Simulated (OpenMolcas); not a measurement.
Cr3+ among 4 point charges of -3 e arranged as a square (D4h), 1.84 Å from the ion.

* Program: OpenMolcas 26.06
* Method: CASSCF
* Basis: ANO-RCC-VDZP [5s4p2d1f]
* Scalar Hamiltonian: DKH2, point nucleus
* Active space: 3 electrons in 5 orbitals (3d)
* State averaging: 2S+1 = 4 even, 10 roots; 2S+1 = 2 even, 40 roots
* Spin-orbit coupling: RASSI with atomic mean-field integrals over the reference wave functions

(1) What is the spin-free ground state (labels of D4, the rotations of D4h)?

(2) Where is the first state of the same spin?

(3) What are the lowest two levels with spin-orbit coupling?

(4) What is χT at 300 K, and how does it compare with the textbook value?

Answers

(1) 4A2, 1-fold in its orbital part, 58 % from free-ion P terms; it has the highest spin that d3 allows.

(2) 4E at 6560 cm-1 above the ground state.

(3) A 2-fold level E3/2 with g = 0.00, 0.00, 6.00, then a 2-fold level E1/2 0.3 cm-1 above it. Their leading multiplicities are 4 (100 %) and 4 (100 %).

(4) The lowest level has 2S+1 = 4, for which the spin-only value is χT = S(S+1) / 2 = 1.875 cm3 K/mol (g = 2). The computed 1.846 at 300 K differs by -0.029, through orbital momentum, spin-orbit coupling and any other state in reach.

Without dynamic correlation the repulsion within the d shell is too large (B by tens of per cent), so at a given field states of lower spin stand too high. This is an electrostatic model: the charges have no orbitals. No measured value stands beside these numbers.
